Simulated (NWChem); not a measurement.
Species: AlBr$_{2}$, doublet; SMILES [Br][Al][Br]

All runs: NWChem. Pople sets run with spherical d functions. Spin-unrestricted. Medium grid unless said otherwise, to which SCAN and Minnesota functionals are sensitive. Geometry: optimised at PBE0/def2-SVP, spin-unrestricted. The spin multiplicity was typed, not searched, and may not be the lowest. No stability test was run on the SCF state. Total energies of different functionals are on different scales.

| level | energy (Ha) | highest occupied level (eV) | lowest empty minus highest occupied level, either spin (eV) | dipole (D) | <S²> |
|---|---|---|---|---|---|
| B3LYP/6-31G* | -5390.2790 | -6.35 | 2.56 | 1.49 | 0.752 |
| PBE/6-31G* | -5389.2986 | -5.58 | 1.37 | 1.28 | 0.752 |
| MN15/6-31G* | -5390.7426 | -6.74 | 3.74 | 1.70 | 0.752 |
| N12/6-31G* | -5393.1165 | -5.17 | 0.58 | 0.98 | 0.751 |
| LC-wPBE (HJS exchange hole, range parameter 0.4 per bohr)/6-31G* | -5389.4471 | -9.15 | 7.76 | 1.70 | 0.753 |
| r2SCAN0/6-31G* | -5390.1387 | -6.86 | 3.68 | 1.63 | 0.753 |
| BHandHLYP/6-31G* | -5390.1911 | -7.46 | 4.66 | 1.71 | 0.753 |
